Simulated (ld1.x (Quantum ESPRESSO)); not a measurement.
## Cutoff test, S (Z = 16), TM

sulfur, norm-conserving Troullier–Martins (Kleinman–Bylander form), made with ld1.x (Quantum ESPRESSO) 7.5 (LDA (PZ), non-relativistic). Core [Ne], reference 3s1.5 3p4.5. Waves: 3s (bound): rc 1.40 bohr; 3p (bound): rc 1.20 bohr; 3d channel at 0.45 Ry: rc 1.05 bohr. Local part: all-electron potential smoothed inside 1.20 bohr (lloc = -1). Core correction: none.

The pseudo-atom Hamiltonian at the reference potential is diagonalised in spherical Bessel functions j_l(qr) that vanish at 20 bohr, with q² up to the cutoff. All-electron valence levels (Ry): 3s -1.2867, 3p -0.5436.

Q: How do the lowest levels (Ry) of each channel move with the cutoff, and are there ghosts?

A:

| cutoff (Ry) | s #1 | s #2 | p #1 | p #2 | d #1 | d #2 | f #1 | Σ f·Δε (mRy) |
| --- | --- | --- | --- | --- | --- | --- | --- | --- |
| 8 | -1.1844 | -0.0218 | -0.5118 | 0.0339 | 0.0719 | 0.1571 | 0.1180 | 296.8 |
| 12 | -1.2340 | -0.0239 | -0.5277 | 0.0334 | 0.0718 | 0.1558 | 0.1180 | 150.5 |
| 18 | -1.2731 | -0.0256 | -0.5285 | 0.0333 | 0.0716 | 0.1546 | 0.1180 | 88.4 |
| 30 | -1.2826 | -0.0260 | -0.5287 | 0.0333 | 0.0715 | 0.1536 | 0.1180 | 73.2 |
| 40 | -1.2836 | -0.0261 | -0.5305 | 0.0333 | 0.0715 | 0.1530 | 0.1180 | 63.4 |
| 50 | -1.2855 | -0.0263 | -0.5353 | 0.0331 | 0.0714 | 0.1527 | 0.1180 | 39.1 |
| 60 | -1.2864 | -0.0264 | -0.5394 | 0.0330 | 0.0714 | 0.1525 | 0.1180 | 19.6 |
| 80 | -1.2866 | -0.0265 | -0.5430 | 0.0329 | 0.0714 | 0.1523 | 0.1180 | 3.1 |
| 110 | -1.2867 | -0.0265 | -0.5432 | 0.0329 | 0.0714 | 0.1522 | 0.1180 | 1.9 |
| 140 | -1.2867 | -0.0265 | -0.5435 | 0.0329 | 0.0714 | 0.1522 | 0.1180 | 0.5 |
| 180 | -1.2867 | -0.0265 | -0.5435 | 0.0329 | 0.0714 | 0.1522 | 0.1180 | 0.2 |
| 400 | -1.2867 | -0.0265 | -0.5436 | 0.0329 | 0.0714 | 0.1522 | 0.1180 | 0.0 |

Result: no extra level below or beside the all-electron valence levels (s, p, d, f tested); 10 mRy is reached at 70 Ry and 1 mRy at 140 Ry.

Its largest configuration-test error is +377 meV.
